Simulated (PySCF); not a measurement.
# How methods differ on the ionisation energy of Ir⁶⁰⁺

Ir⁶⁰⁺ [Ne] 3s2 3p5 (2P) → Ir⁶¹⁺ [Ne] 3s2 3p4 (3P), as a difference of total energies. All numbers are calculated (PySCF 2.14, the spin-free X2C one-electron Hamiltonian (Gaussian nucleus), in an uncontracted even-tempered set (17 s from 16 bohr⁻², ratio 2.5; 12 p from 21 bohr⁻², ratio 2.5; 4 d from 86 bohr⁻², ratio 2.7; 4 f from 130 bohr⁻², ratio 2.7)). Correlated levels: outer shells: 1s2 frozen; virtual orbitals above 40 to 60 times the deepest correlated orbital energy dropped. The calculations carry no spin-orbit coupling.

| method | ionisation energy (eV) |
| --- | --- |
| UHF | 6572.8 |
| MP2 (outer shells) | 6574.0 |
| SCS-MP2 (outer shells) | 6573.9 |
| CCSD (outer shells) | 6574.0 |
| CCSD(T) (outer shells) | 6574.0 |

Spin-orbit coupling is strong in these open shells (close to jj coupling). The scalar numbers leave it out and a first-order estimate fails, so it can dominate the gap to the real levels.

Breit and QED terms and the two-electron picture change are absent.

For comparison: 6441 ± 10 eV (theoretical estimate listed by NIST; NIST Atomic Spectra Database, ionization energies).
